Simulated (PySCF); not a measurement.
**Excitation energy of C by level of theory**

C [He] 2s2 2p2 (3P) → C [He] 2s2 2p1 3s1 (3P), as a difference of total energies. All numbers are calculated (PySCF 2.14, no relativity, point nucleus, in dyall-av3z (15s9p3d2f, 71 functions)). Correlated levels: valence: 1s2 frozen; virtual orbitals above 40 to 60 times the deepest correlated orbital energy dropped. The calculations carry no spin-orbit coupling.

```json
{"method": "UHF", "excitation energy (cm⁻¹)": "59815", "error (cm⁻¹)": "-528"}
{"method": "LDA", "excitation energy (cm⁻¹)": "63828", "error (cm⁻¹)": "+3484"}
{"method": "PBE", "excitation energy (cm⁻¹)": "62558", "error (cm⁻¹)": "+2215"}
{"method": "PBE0", "excitation energy (cm⁻¹)": "62740", "error (cm⁻¹)": "+2396"}
{"method": "r2SCAN", "excitation energy (cm⁻¹)": "64972", "error (cm⁻¹)": "+4629"}
{"method": "B97-3", "excitation energy (cm⁻¹)": "63493", "error (cm⁻¹)": "+3149"}
{"method": "PW91", "excitation energy (cm⁻¹)": "62997", "error (cm⁻¹)": "+2654"}
{"method": "BHandHLYP", "excitation energy (cm⁻¹)": "62711", "error (cm⁻¹)": "+2367"}
{"method": "M06-L", "excitation energy (cm⁻¹)": "65542", "error (cm⁻¹)": "+5198"}
{"method": "MP2 (valence)", "excitation energy (cm⁻¹)": "62092", "error (cm⁻¹)": "+1748"}
{"method": "SCS-MP2 (valence)", "excitation energy (cm⁻¹)": "61266", "error (cm⁻¹)": "+922"}
```

Reference: 60343 cm⁻¹ (measured; NIST levels, between the centres of gravity of the two terms).

Errors of the correlated levels include the incompleteness of this basis and the frozen core.

The promoted electron is Rydberg-like, and one or two diffuse shells describe it only roughly, which tends to raise the upper state.
